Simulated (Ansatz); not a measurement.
```yaml
crystal:
  periodic: [false, false, false]
  atoms:
    - {symbol: O, position_ang: [-1.312232, -1.337274, -0.178520]}
    - {symbol: Zn, position_ang: [-0.241246, 0.074921, -0.129238]}
    - {symbol: S, position_ang: [1.030551, 1.805686, -0.209582]}
    - {symbol: H, position_ang: [-1.581916, -1.684623, 0.673305]}
    - {symbol: H, position_ang: [2.154643, 1.067689, -0.197365]}
basis:
  gaussian: {orbitals: cc-pVTZ}
hamiltonian: {xc: {name: wB97X-V}}
output: {forces: true}
```

```sh
$ ansatz run in.yaml --threads 2 --pin off --events-out ev --progress --plain --max-ram 22528MiB --backend cpu
```

Shortened log:

```
Functional definition: wB97X-V
1155 factors; their error is unknown
171 factors; integrals over basis functions are off by at most 2.7e-5 eV
mean field evaluation 1: about -61326.1300 eV, gradient 6.0e1 eV
mean field evaluation 2: about -61320.9477 eV, gradient 9.3e1 eV
mean field evaluation 4: about -61331.7053 eV, gradient 3.9e0 eV
mean field evaluation 8: about -61331.7251 eV, gradient 6.0e-2 eV
mean field evaluation 16: about -61331.8333 eV, gradient 3.9e-5 eV
mean field -61331.83328627 eV, -2253.9033010605 hartree, gradient 3.9e-5 eV, S^2 0.000000; 0 other end points of the search recorded, 0 dependent functions left out
reference -61331.83328417 eV, -2253.9033009834 hartree; 28, 28 occupied and 132, 132 virtual orbitals, 1155 factors
Total energy: -61331.83328417 eV, -2253.9033009834 hartree
Atom 0 at    -1.312232    -1.337274    -0.178520 Å, force     0.086482     0.097420     0.034442 eV/Å
Atom 1 at    -0.241246     0.074921    -0.129238 Å, force    -0.064089    -0.012335    -0.044805 eV/Å
Atom 2 at     1.030551     1.805686    -0.209582 Å, force    -0.014991    -0.111714     0.017479 eV/Å
Atom 3 at    -1.581916    -1.684623     0.673305 Å, force    -0.009523    -0.014292    -0.005584 eV/Å
Atom 4 at     2.154643     1.067689    -0.197365 Å, force     0.002122     0.040921    -0.001533 eV/Å
Dipole moment:     0.082067    -0.155515     0.291499 e Å
```

Hardware: 2 threads of an AMD EPYC 7R13 on a shared host. Wall time 7 s, peak host memory 0.48 GiB.
